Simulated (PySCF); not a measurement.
**Vertical excitation energies**

Compound: cyclo-(AsH)4.
Cartesian coordinates in Å at the PBE0-D3(BJ)/def2-SVP level; atoms count from 1:
```xyz
8
As4H4 angstrom
As    -0.6739   -1.4471    0.7098
As    -1.5675    0.7159   -0.0861
As     0.6958    1.3764   -0.8227
As     1.6175   -0.6963    0.1608
H     -0.8424   -2.0644   -0.6786
H     -1.3499    1.3578    1.2840
H      0.4971    0.6951   -2.1767
H      1.7616   -0.0231    1.5258
```

Theory: TDDFT CAM-B3LYP/def2-SVPD, vertical, gas phase, core orbitals frozen in the response (PySCF). The CAM-B3LYP/def2-SVPD calculation is non-relativistic and has no spin–orbit coupling, an omission that weighs most on arsenic.

List the vertical singlet excitations with oscillator strengths and describe the spectrum.

```json
{"state": "S1", "λ (nm)": "342.0", "E (eV)": "3.62", "f": "0.0000", "|μ| (D)": "0.01", "symmetry": "–", "main configurations (H = HOMO, L = LUMO)": "H-1/H→L/L+1 (≥92%)"}
{"state": "S2", "λ (nm)": "338.1", "E (eV)": "3.67", "f": "0.0000", "|μ| (D)": "0.00", "symmetry": "–", "main configurations (H = HOMO, L = LUMO)": "H-1/H→L/L+1 (≥85%)"}
{"state": "S3", "λ (nm)": "320.9", "E (eV)": "3.86", "f": "0.0000", "|μ| (D)": "0.00", "symmetry": "–", "main configurations (H = HOMO, L = LUMO)": "H-1/H→L/L+1 (≥85%)"}
{"state": "S4", "λ (nm)": "292.7", "E (eV)": "4.24", "f": "0.0009", "|μ| (D)": "0.24", "symmetry": "–", "main configurations (H = HOMO, L = LUMO)": "H-1/H→L/L+1 (≥92%)"}
{"state": "S5", "λ (nm)": "238.4", "E (eV)": "5.20", "f": "0.051", "|μ| (D)": "1.61", "symmetry": "E", "main configurations (H = HOMO, L = LUMO)": "H-2→L/L+1 (≥81%), H-1/H→L+2 (≥11%)"}
{"state": "S6", "λ (nm)": "238.3", "E (eV)": "5.20", "f": "0.049", "|μ| (D)": "1.57", "symmetry": "E", "main configurations (H = HOMO, L = LUMO)": "H-2→L/L+1 (≥79%), H-1/H→L+2 (≥14%)"}
{"state": "S7", "λ (nm)": "235.6", "E (eV)": "5.26", "f": "0.030", "|μ| (D)": "1.22", "symmetry": "E", "main configurations (H = HOMO, L = LUMO)": "H-1/H→L+2 (≥80%), H-2→L/L+1 (≥12%)"}
{"state": "S8", "λ (nm)": "235.5", "E (eV)": "5.26", "f": "0.028", "|μ| (D)": "1.18", "symmetry": "E", "main configurations (H = HOMO, L = LUMO)": "H-1/H→L+2 (≥82%), H-2→L/L+1 (≥10%)"}
{"state": "S9", "λ (nm)": "214.1", "E (eV)": "5.79", "f": "0.061", "|μ| (D)": "1.66", "symmetry": "E", "main configurations (H = HOMO, L = LUMO)": "H-1/H→L+3 (≥66%), H-1/H→L+4 (≥25%)"}
{"state": "S10", "λ (nm)": "214.1", "E (eV)": "5.79", "f": "0.061", "|μ| (D)": "1.66", "symmetry": "E", "main configurations (H = HOMO, L = LUMO)": "H-1/H→L+3 (≥66%), H-1/H→L+4 (≥26%)"}
```

Triplets, Tamm–Dancoff:

```json
{"state": "T1", "E (eV)": "3.11", "λ (nm)": "399.0", "main configurations (H = HOMO, L = LUMO)": "H-1/H→L/L+1 (≥81%)"}
{"state": "T2", "E (eV)": "3.19", "λ (nm)": "389.3", "main configurations (H = HOMO, L = LUMO)": "H-1/H→L/L+1 (≥88%)"}
{"state": "T3", "E (eV)": "3.31", "λ (nm)": "374.0", "main configurations (H = HOMO, L = LUMO)": "H-1/H→L/L+1 (≥92%)"}
```

The lowest singlet lies at 3.62 eV (342 nm, ultraviolet) and is dark (f under 0.0005); its leading configuration is HOMO-1/HOMO→LUMO/LUMO+1 (≥92%). The strongest level in the table is S9/S10 at 5.79 eV (214 nm, f = 0.121 summed). It is the last of those listed, so stronger ones may follow. S5/S6, S7/S8 and S9/S10 lie within about 0.01 eV of each other in each set; the point group D2d has degenerate representations, and within a degenerate level the listed configurations can mix freely. Löwdin shares by element: HOMO (one of a set within 0.03 eV) arsenic 94%; LUMO (one of a set within 0.03 eV) arsenic 92%. The oscillator strengths of these states sum to 0.280; summed over the whole spectrum of an exact calculation they would give the number of electrons, 136 (Thomas–Reiche–Kuhn). The listed states span 2.17 eV, and the widest gap between neighbours is 0.96 eV (S4 to S5). Orbital energies (eV): HOMO-3 -10.32, HOMO-2 -9.02, HOMO-1 -7.68, HOMO -7.68, LUMO -0.80, LUMO+1 -0.80, LUMO+2 0.50. No computed singlet lies in the visible range (380 to 750 nm); the lowest, at 342 nm, stands 0.36 eV above its violet end (3.26 eV); a Tamm–Dancoff triplet lies at 399 nm, without intensity as long as spin–orbit coupling is left out. Symmetry labels in D2d follow from the direction of the transition dipole and are given only for states with f of 0.002 or more. Orbitals of the list HOMO-3 to LUMO+2 that lie within 0.01 eV of each other are written together with a slash and their weights summed (≥ marks a lower bound); for degenerate orbitals outside that list single weights are arbitrary. Only the lowest 10 singlets were computed, as vertical energies without vibronic structure.

On one thread, Arm Neoverse V2 (aarch64), shared host, this took 39 s of wall time (with the writing of density and orbital grids) and 0.93 GiB of memory at its peak.

One conformer stands for the species.
